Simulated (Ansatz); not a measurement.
Gas-phase electronic energies from Ansatz, PBE0-D4/def2-TZVP geometries. CCSD(T)/CBS is the MP2 limit (def2-TZVPP, def2-QZVPP) plus CCSD(T) − MP2 in def2-TZVPP, frozen cores. This one scheme is used for every species. Functionals use def2-TZVPP. B3LYP here is the variant with VWN-RPA as its local correlation; programs differ in this. def2 core potentials past Kr. For Sn outer-core shells are correlated without core-valence functions, which leaves a few kJ/mol of doubt a bond. Each species was taken in one conformer, which may not be the lowest.

Consider the formal exchange of groups at the Al–F bond: `C=C[O][AlH][F]` + `[SnH4]` → `C=C[O][AlH][SnH3]` + H–F.

```
         level  ΔE (eV)
      B3LYP-D4     1.49
       ωB97M-V     1.52
          PBE0     1.37
CCSD/CBS(def2)     1.43
```

Question: What does CCSD(T)/CBS give? (An estimate is asked.)

Answer: Computed: +1.40 eV. The listed levels differ from it by 0.09, 0.12, -0.03, 0.03 eV.

Largest T1 diagnostic among the species: 0.014.

The D4 term adds −0.07 eV with B3LYP and −0.04 eV with PBE0; it sums over pairs of atoms, weighted by their polarisabilities, and B3LYP, whose exchange is more repulsive, gets the larger term. In def2-TZVPP, CCSD(T) changes the Hartree–Fock value by −0.22 eV (the triples alone add −0.03 eV) and MP2 by −0.21 eV.
